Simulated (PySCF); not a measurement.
**Dipole moment and polarisability of `FCCCC#C[SiH3]`**

C5H9FSi.
Geometry (GFN2-xTB, Å), atoms numbered from 1 in this order:
```
atom  x, y, z in Å
F1    -2.568    0.109   -1.511
C2    -2.092   -0.474   -0.358
C3    -1.734    0.597    0.662
C4    -0.518    1.416    0.209
C5     0.685    0.607    0.188
C6     1.668   -0.091    0.180
Si7    3.178   -1.149    0.162
H8    -1.213   -1.063   -0.641
H9    -2.888   -1.130    0.008
H10   -1.522    0.109    1.614
H11   -2.591    1.261    0.790
H12   -0.368    2.260    0.887
H13   -0.702    1.812   -0.795
H14    3.974   -0.810   -1.019
H15    3.937   -0.895    1.390
H16    2.746   -2.550    0.109
```

Level: wB97X-D/def2-SVPD (PySCF), static field, nuclei fixed, core orbitals frozen in the response. The polarisability tensor in these axes (au):

```
x   108.53 -15.70   0.44
y   -15.70  83.27   0.93
z     0.44   0.93  71.54
```

Question: Diagonalise the tensor; give its mean and Δα, where Δα² is half the sum of the squared differences of the eigenvalues.

Answer: Principal values 71.30, 75.99 and 116.05 au; mean 87.78 au = 13.01 Å³ = 14.47 × 10⁻⁴⁰ C²·m²/J; Δα = 42.60 au (49 % of the mean).

Question: What is the dipole moment, and where does it point?

Answer: (-0.25, 0.00, 1.63) D, 1.64 D in size, pointing from the negative to the positive side. Measured along this direction, the outermost atoms are H14 at the negative end and H10 at the positive end.

Question: Molar refractivity from α?

Answer: Lorentz–Lorenz: R = (4π/3)N_A α = 2.5225 cm³/(mol·Å³) × 13.01 Å³ = 32.8 cm³/mol, in the limit of long wavelengths.

Question: How large is μ²/3kT at 500 K beside α?

Answer: In Gaussian units μ²/3kT = 13.06 Å³ against 13.01 Å³, a ratio of 1.00; the Debye molar polarisation (4π/3)N_A(α + μ²/3kT) is 65.8 cm³/mol, leaving out the vibrational part.

Question: Form Σ f/ω² (atomic units) for the 8 lowest TDDFT singlets, given as eV and f, and set it beside the mean polarisability, which is this sum over all singlets: 6.11, 0.0000; 6.36, 0.0007; 6.37, 0.0011; 7.46, 0.0080; 7.52, 0.0137; 8.35, 0.9910; 8.39, 0.0106; 8.43, 0.0298.

Answer: They add up to 11.28 au, 12.8 % of the 87.78 au; the largest single term is 10.54 au, from the state at 8.35 eV. Terms in order: 0.00, 0.01, 0.02, 0.11, 0.18, 10.54, 0.11, 0.31 au. Higher excitations give the rest. The strengths listed sum to 1.055.

Geometry: GFN2-xTB, one conformer, isolated molecule.
